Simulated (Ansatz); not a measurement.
System: sum formula SnOF2 (charge -1, doublet). SMILES of the parent species: [Sn]([F])(=[O])[F]
Geometry from a B3LYP-D3(BJ)/def2-TZVP (Ansatz, a first-principles code) optimisation:
```xyz
4

Sn     0.1707     0.2154     0.0925
O      1.5069    -1.0088    -0.6055
F     -1.0449    -0.7964     1.3353
F     -1.2428     0.4963    -1.3108
```
Charge -1, spin multiplicity 2.

Parts of the frozen-core correlation energy in STO-3G (Ansatz, hartree). Frozen orbitals: 26; correlated occupied orbitals by spin: 13 and 12; virtual: 3 and 4. Open shells are spin-unrestricted. Spin-orbit coupling is left out. Past Kr the def2 sets carry scalar-relativistic core potentials. STO-3G rows are all-electron and non-relativistic.

```csv
term,value
reference (HF),-6233.04611
MP2 opposite-spin,-0.05529
MP2 same-spin,-0.00823
CCSD correlation,-0.08790
(T),-0.00478
T1 diagnostic,0.027
largest doubles amplitude,0.062
<S^2> of the reference,0.762
```
